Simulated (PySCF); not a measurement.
Compound: C5H15NOSi.
Numbering: `[CH3:1][CH:2]([CH3:3])[O:4][SiH2:5][N:6]([CH3:7])[CH3:8]`

Geometry (PBE0-D3(BJ)/def2-SVP, Å), atoms numbered from 1 in this order:
```
atom  x, y, z in Å
C1    -3.0703    0.8538   -0.1230
C2    -1.6854    0.2413   -0.1998
C3    -1.5282   -0.9649    0.7118
O4    -0.7455    1.2388    0.1518
Si5    0.7827    1.3526   -0.5086
N6     1.8656    0.0495   -0.1716
C7     2.0312   -1.0864   -1.0407
C8     2.4535   -0.1090    1.1346
H9    -3.1461    1.7152   -0.8021
H10   -3.2652    1.2089    0.9008
H11   -3.8454    0.1216   -0.3949
H12   -1.5061   -0.0839   -1.2467
H13   -0.5161   -1.3879    0.6268
H14   -2.2551   -1.7520    0.4596
H15   -1.6855   -0.6651    1.7595
H16    1.3243    2.5970    0.0965
H17    0.6616    1.3997   -1.9982
H18    1.5937   -0.8850   -2.0300
H19    1.5504   -2.0030   -0.6418
H20    3.1017   -1.3217   -1.1920
H21    1.9773   -0.9204    1.7211
H22    3.5315   -0.3460    1.0605
H23    2.3579    0.8193    1.7185
```

The computed photoelectron lines, unassigned: C 1s: 290.41 (area 2), 291.50 (area 2), 292.00 (area 1) eV; N 1s: 404.23 eV; O 1s: 537.28 eV; Si 1s: 1846.87 eV; Si 2p3/2: 106.85 eV.

Level of theory: delta-SCF UKS SCAN, pcX-2 on the ionised atom, pcseg-1 elsewhere, spin-free X2C in PySCF. Geometry: PBE0-D3(BJ)/def2-SVP, one conformer, isolated molecule.

Assign the C 1s lines to atoms.

290.41 eV: C1/C3 (methyl carbon); 291.50 eV: C7/C8 (N-methyl carbon); 292.00 eV: C2 (sp3 carbon bound to oxygen). The listed C 1s values span 1.59 eV, from C1/C3 (bonded to C and 3 H) to C2 (bonded to O, 2 C and H). The widest gap between neighbouring values is 1.09 eV, between 290.41 and 291.50 eV. Summing the Pauling electronegativity differences to the bonded atoms, each weighted by its formal bond order, gives -1.05 for the lowest site and +0.54 for the highest; no listed site has a larger sum than the highest.

Bonded neighbours of each site: C1/C3: C and 3 H; C2: O, 2 C and H; O4: C and Si; Si5: O, N and 2 H; N6: 2 C and Si; C7/C8: N and 3 H.

Give the binding energy of Si 2p3/2 of Si5 in hartree and in kJ/mol.

106.85 eV = 3.9267 Eh = 10309 kJ/mol.

One atom of each set of topologically equivalent atoms was ionised and stands for the set; in this conformer not all members are related by symmetry, and their own values weren't computed. Spin–orbit coupling isn't in the SCF: each 2p doublet comes from a relaxed spin-free hole plus a matrix of the shell (mean-field spin–orbit coupling and the ground-state 2p splitting), with 2p3/2 averaged over its two sublevels. 2p1/2 minus 2p3/2 (ligand field included): Si 0.62 eV.
